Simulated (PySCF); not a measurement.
Molecule: `C1=C[SiH2]C(O[SiH3])=C1`, C$_{4}$H$_{8}$OSi$_{2}$.

Bonds (- single, = double, # triple, : aromatic): Si1-O2, O2-C3, C3=C4, C4-C5, C5=C6, C6-Si7, Si7-C3. Si1 carries H8, H9, H10; C4 carries H11; C5 carries H12; C6 carries H13; Si7 carries H14, H15.

Frames of a GFN2-xTB Langevin trajectory at 200 K; GIAO PBE0/pcSseg-1 shieldings in PySCF 2.14, gas phase, non-relativistic; equivalent atoms averaged within each frame.

Scale: TMS for ²⁹Si (σ = 349.16 ppm), ¹³C (σ = 186.93 ppm), ¹H (σ = 31.72 ppm); ¹⁷O (σ = 336.08 ppm) against H2O (reference shieldings calculated alike). The references are static minima.

Question: How do the shifts (ppm) fluctuate along the trajectory?

Answer: 
```csv
time (fs),Si1,Si7,O2,C3,C5,C4,C6,H12,H11,H13
optimised geometry,-38.3,-68.0,107.3,174.0,158.5,131.6,116.6,7.25,6.39,5.38
250,-39.0,-70.6,113.8,169.9,157.1,131.2,121.1,7.45,6.62,5.43
425,-33.4,-66.1,115.6,172.3,160.9,125.0,119.0,7.55,5.96,5.74
625,-33.6,-66.5,109.9,181.3,159.3,142.7,122.6,6.92,6.96,5.28
800,-36.8,-72.2,115.7,184.3,160.8,128.6,110.9,7.42,6.38,4.89
1000,-31.5,-76.1,118.5,180.5,159.6,129.3,112.2,7.25,6.29,5.82
mean of frames,-34.9,-70.3,114.7,177.6,159.5,131.4,117.1,7.32,6.44,5.43
standard deviation,3.0,4.1,3.1,6.2,1.5,6.7,5.3,0.25,0.37,0.38
```

5 frames give an uncertainty of the mean of about the standard deviation over 2.2 at best, since frames this close in time may not be independent; classical motion lacks zero-point vibration, and the reference would need the same averaging.
